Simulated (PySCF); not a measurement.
Molfile (atoms numbered from 1):
```
C7H5F3
     RDKit          3D

 15 15  0  0  0  0  0  0  0  0999 V2000
    2.6796    0.3597   -1.1738 F   0  0  0  0  0  0  0  0  0  0  0  0
    2.1708    0.0357    0.0332 C   0  0  0  0  0  0  0  0  0  0  0  0
    2.6711    0.9321    0.8983 F   0  0  0  0  0  0  0  0  0  0  0  0
    2.7128   -1.1489    0.3573 F   0  0  0  0  0  0  0  0  0  0  0  0
    0.6691    0.0079    0.0239 C   0  0  0  0  0  0  0  0  0  0  0  0
    0.0070   -1.1694   -0.2976 C   0  0  0  0  0  0  0  0  0  0  0  0
   -1.3761   -1.1852   -0.3227 C   0  0  0  0  0  0  0  0  0  0  0  0
   -2.0897   -0.0336   -0.0342 C   0  0  0  0  0  0  0  0  0  0  0  0
   -1.4238    1.1403    0.2771 C   0  0  0  0  0  0  0  0  0  0  0  0
   -0.0408    1.1674    0.3059 C   0  0  0  0  0  0  0  0  0  0  0  0
    0.5721   -2.0618   -0.5187 H   0  0  0  0  0  0  0  0  0  0  0  0
   -1.8950   -2.0990   -0.5678 H   0  0  0  0  0  0  0  0  0  0  0  0
   -3.1689   -0.0513   -0.0518 H   0  0  0  0  0  0  0  0  0  0  0  0
   -1.9799    2.0381    0.4986 H   0  0  0  0  0  0  0  0  0  0  0  0
    0.4874    2.0761    0.5505 H   0  0  0  0  0  0  0  0  0  0  0  0
  1  2  1  0
  2  3  1  0
  2  4  1  0
  2  5  1  0
  5  6  2  0
  6  7  1  0
  7  8  2  0
  8  9  1  0
  9 10  2  0
 10  5  1  0
  6 11  1  0
  7 12  1  0
  8 13  1  0
  9 14  1  0
 10 15  1  0
M  END
```

- NMR shieldings at PBE0/pcSseg-1/GIAO
- GFN2-xTB structure
- code: PySCF
- non-relativistic, one computed conformer, one averaged value for each set of equivalent atoms, gas phase

References, each an isolated molecule treated in the same way: TMS for $^{13}$C (σ = 186.93 ppm), $^{1}$H (σ = 31.72 ppm); $^{19}$F (σ = 170.95 ppm) vs CFCl3.

| atoms | nucleus | count | Hirshfeld charge | δ (ppm) |
| --- | --- | --- | --- | --- |
| H12/H14 | $^{1}$H | 2 | 0.06 | ? |
| H11/H15 | $^{1}$H | 2 | 0.05 | 8.07 |
| F1/F3/F4 | $^{19}$F | 3 | -0.10 | -77.4 |
| C2 | $^{13}$C | 1 | 0.26 | ? |
| C6/C10 | $^{13}$C | 2 | -0.04 | ? |
| C8 | $^{13}$C | 1 | -0.04 | 137.3 |
| H13 | $^{1}$H | 1 | 0.06 | 7.85 |
| C7/C9 | $^{13}$C | 2 | -0.04 | 134.3 |
| C5 | $^{13}$C | 1 | -0.04 | 137.6 |

Fill in the missing shifts.

Answers


- C2: 133.9 ppm, CF3 carbon; 3 electronegative neighbours deshield it
- C6/C10: 132.2 ppm, aromatic CH; the aromatic region
- H12/H14: 7.83 ppm, hydrogen on an aromatic CH; ring-current deshielding

Shifts are as computed. Against solution values, carbons near 30 ppm lie about +3 ppm off and those near 130 ppm about +5 ppm. Of 1211 compounds with measured shifts, 218 miss one by over three times the rms of a fit or turn the order of signals round; such compounds aren't used in these exercises. Unscaled 19F shifts against computed CFCl3 carry errors that often reach 10 to 50 ppm.
